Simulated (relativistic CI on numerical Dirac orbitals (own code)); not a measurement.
Radial Dirac CI calculation of Re²⁺.

Command:

```sh
python run_levels.py task.json out
```

Input:

```
atom Re  Z=75  charge=2  electrons=73
nucleus A=187  rms_radius_fm=5.3698
hamiltonian dirac-coulomb  breit=on  qed=on  c_scale=1
orbitals kli  potential=per-configuration
slater_scale 1
correlation none
mixing on
grid step=0.008 r_max=86.5
scf mixing=0.4 start=green max_iterations=30 tolerance=2e-08 node_fill=0.05
configurations
  [Xe] 4f14 5d5
  [Xe] 4f14 5d4 6s
end
```

Output:

```
SCF 1: [Xe] 4f14 5d5
 iter      energy (Ha)   residual   last orbital (Ha)
    1    -16662.618129   3.58e+00     -2.74164
    2    -16704.519807   7.49e-01     -1.28171
    3    -16706.391892   2.56e-01     -0.96960
    4    -16706.682756   1.77e-01     -0.98400
    5    -16706.719483   5.52e-02     -0.93625
    6    -16706.733099   1.33e-02     -0.96137
    7    -16706.733556   1.11e-02     -0.95797
    8    -16706.731952   2.51e-03     -0.95390
    9    -16706.732308   1.74e-04     -0.95439
   10    -16706.732328   1.35e-05     -0.95443
   11    -16706.732329   5.27e-07     -0.95444
   12    -16706.732329   1.69e-08     -0.95444
SCF 2: [Xe] 4f14 5d4 6s
 iter      energy (Ha)   residual   last orbital (Ha)
    1    -16664.335764   3.55e+00     -1.56461
    2    -16704.480785   7.55e-01     -1.02708
    3    -16706.329776   2.55e-01     -0.89247
    4    -16706.614596   1.72e-01     -0.89374
    5    -16706.647456   4.68e-02     -0.87118
    6    -16706.658044   2.84e-03     -0.87719
    7    -16706.659869   9.26e-03     -0.87750
    8    -16706.658466   1.16e-03     -0.87584
    9    -16706.658625   1.82e-04     -0.87591
   10    -16706.658656   8.68e-06     -0.87590
   11    -16706.658658   8.47e-07     -0.87589
   12    -16706.658658   9.73e-08     -0.87589
   13    -16706.658658   1.93e-08     -0.87589
orbital energies (Ha): 4d5/2 -10.0191  4f5/2 -2.4374  4f7/2 -2.3455  5s -3.9058  5p1/2 -2.8016  5p3/2 -2.4035  5d3/2 -0.9900  5d5/2 -0.9544
configuration averages (Ha): Dirac-Coulomb, Breit, QED
  5d5                         -16706.732329   18.011096   12.254257
  5d4 6s                      -16706.658658   18.011939   12.255402
levels: no., configuration, term, J, E (cm-1), weight
   1 5d5                    6S   5/2              0.0  0.95
   2 5d4 6s                 6D   1/2          16863.5  0.81
   3 5d4 6s                 6D   3/2          18482.6  0.83
   4 5d5                    4G   5/2          18700.5  0.40
   5 5d4 6s                 6D   5/2          20573.7  0.91
   6 5d5                    4G   7/2          20805.1  0.79
   7 5d5                    4D   3/2          20847.4  0.44
   8 5d5                    4G   5/2          20955.5  0.35
   9 5d5                    4G   11/2         21657.9  0.90
  10 5d5                    4G   9/2          21777.0  0.91
  11 5d5                    4D   1/2          21998.1  0.40
  12 5d4 6s                 6D   7/2          22480.3  0.89
  13 5d5                    4D   7/2          24512.6  0.70
  14 5d4 6s                 6D   9/2          24554.1  0.92
lowest total energy -16676.645718 Ha
end: converged
```

Against the reference input this run has: iteration limit 30, grid step 0.008. The reference run ends at -16676.645583 Ha with Breit and QED terms.

With so few configurations and no correlation, terms lie too far apart (by 10 to 50 % or more near neutrality), their order can be wrong, and levels of other configurations are missing. Terms and fine structure of an open d or f shell near neutrality can be off by tens of per cent either way.

Run time about 0.35 s of CPU on one thread of Intel Xeon 6975P-C (shared host).
